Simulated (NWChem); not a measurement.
## Ionisation of Sb (+1)

```xyz
1

Sb     0.0000     0.0000     0.0000
```
Charge +1, spin multiplicity 3.

All runs are NWChem calculations.

Basis set: def2-TZVPD. −ε marks an orbital energy of the parent.

Effective core potentials replace the inner electrons of Sb; spin-orbit coupling is left out. B3LYP has NWChem's definition, with VWN1-RPA local correlation. The stability of the SCF solutions was not checked.

Question: One of these methods gave a first vertical ionisation energy of 13.35 eV. Which?
(A) −ε(alpha HOMO) of M06-2X
(B) −ε(alpha HOMO) of PBE
(C) −ε(alpha HOMO) of B3LYP
(D) −ε(alpha HOMO) of r2SCAN

Answer: C, −ε(alpha HOMO) of B3LYP. The others give 12.55 (−ε(alpha HOMO) of PBE), 12.94 (−ε(alpha HOMO) of r2SCAN), 14.69 (−ε(alpha HOMO) of M06-2X).
